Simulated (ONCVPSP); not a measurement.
# What one change does to a pseudopotential (titanium, ONCV)

```json
{
  "Element": "titanium",
  "Generator": "ONCVPSP 4.0.1",
  "Type": "optimised norm-conserving Vanderbilt (ONCV)",
  "Functional": "revPBE",
  "Relativity": "scalar-relativistic",
  "Frozen core": "[Ne]",
  "Valence charge": "12",
  "Reference configuration": "3s2 3p6 3d2 4s1 (charge +1)",
  "Partial waves": "3s+4s: rc 1.40 bohr, ncon 5, nbas 9, qcut 10.5 1/bohr, 2 projectors; 3p: rc 1.35 bohr, ncon 4, nbas 9, qcut 10.3 1/bohr, 2 projectors, debl 3.4 Ha; 3d: rc 1.95 bohr, ncon 3, nbas 8, qcut 9.3 1/bohr, 2 projectors, debl 2.4 Ha",
  "Local potential": "polynomial inside 1.20 bohr (lpopt 5, dvloc0 0 Ha)",
  "Core correction": "none"
}
```

All-electron outer shells of the reference configuration (revPBE, scalar-relativistic, ld1.x):

| shell | level (eV) | outermost node (bohr) | outermost maximum (bohr) |
| --- | --- | --- | --- |
| 2p | -451.44 | – | 0.22 |
| 3s | -69.95 | 0.40 | 0.87 |
| 3p | -46.14 | 0.37 | 0.90 |
| 3d | -11.29 | – | 0.98 |
| 4s | -10.24 | 1.24 | 2.78 |

Change: all radii scaled by about 1.23 (s 1.72, p 1.66, d 2.40 bohr); local potential polynomial inside 1.48 bohr (lpopt 5, dvloc0 0 Ha).

Cutoffs: the cutoffs (Ha) at which the residual kinetic energy of the hardest occupied pseudo-wave falls to 1 and 0.1 mHa per electron; they do not see the model core or the augmentation charge, which bear on the density cutoff. Errors are all-electron minus pseudo energies relative to the spin-unpolarised reference configuration.

Task: How do hardness, ghosts and transferability respond?

Result: The potential gets softer (37 Ha and 43 Ha → 31 Ha and 37 Ha); of the 4 tests that both files solve, the error grows in 4 and shrinks in 0 by more than 15 % and 0.3 meV (median size 1.7 → 3.4 meV); neither file shows a bound ghost. A larger radius leaves more room for a smooth pseudo-wave, so fewer plane waves are needed. More of the atom is replaced by a form fitted at one configuration, so other configurations suffer.

```tsv
quantity	base	changed
cutoff, loose	37 Ha	31 Ha
cutoff, tight	43 Ha	37 Ha
loose cutoff by channel	s 37 Ha, p 19 Ha, d 28 Ha	s 31 Ha, p 22 Ha, d 23 Ha
bound ghosts	none	none
GHOST(+) flags under 300 eV	none	none
error for 3s2 3p6 3d2 4s2, meV [ΔE -7.28 eV]	+1.0	+1.3
error for 3s2 3p6 3d2 4s0, meV [ΔE 13.43 eV]	-0.3	-1.2
error for 3s2 3p6 3d1 4s0, meV [ΔE 40.29 eV]	+72	+140
error for 3s2 3p6 3d2.5 4s1.5, meV [ΔE -6.92 eV]	+2.3	+5.4
```
